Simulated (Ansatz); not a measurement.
Start from `C=CCB(C)F` and change one atom or group to get `CB(C)F`.

Ansatz, PBE0-D4/def2-TZVP geometries, multiplicity 1. Each molecule was computed in one conformer, which needn't be the lowest.

```tsv
property	`C=CCB(C)F`
HOMO energy (B3LYP/def2-TZVPP) / eV	-7.05
HOMO energy (ωB97M-V/def2-TZVPP) / eV	-9.49
ideal-gas entropy at 298 K and 1 bar (rigid rotor, harmonic PBE0-D4/def2-TZVP) / J/(mol·K)	368
HOMO energy (PBE0/def2-TZVPP) / eV	-7.26
LUMO energy (B3LYP/def2-TZVPP) / eV	-0.65
LUMO energy (ωB97M-V/def2-TZVPP) / eV	1.64
```

Task: What does the change do to each property? (An estimate is asked.)

Result: Ansatz gave: 
| property | `CB(C)F` | shift |
| --- | --- | --- |
| HOMO energy (B3LYP/def2-TZVPP) / eV | -8.49 | -1.44 |
| HOMO energy (ωB97M-V/def2-TZVPP) / eV | -11.03 | -1.54 |
| ideal-gas entropy at 298 K and 1 bar (rigid rotor, harmonic PBE0-D4/def2-TZVP) / J/(mol·K) | 312 | -56 |
| HOMO energy (PBE0/def2-TZVPP) / eV | -8.69 | -1.43 |
| LUMO energy (B3LYP/def2-TZVPP) / eV | -0.14 | 0.51 |
| LUMO energy (ωB97M-V/def2-TZVPP) / eV | 1.97 | 0.33 |

With PBE0 the HOMO falls by 1.43 eV and the LUMO rises by 0.54 eV, so the gap widens by about 1.97 eV. PBE moves the HOMO by -1.06 eV and ωB97M-V by -1.54 eV. The zero-point energy changes by -90.4 kJ/mol with -12 modes. Modes under 60 cm⁻¹, often nearly free rotors, make the harmonic entropy too high.

B3LYP here is the variant with VWN-RPA as its local correlation; programs differ in this.
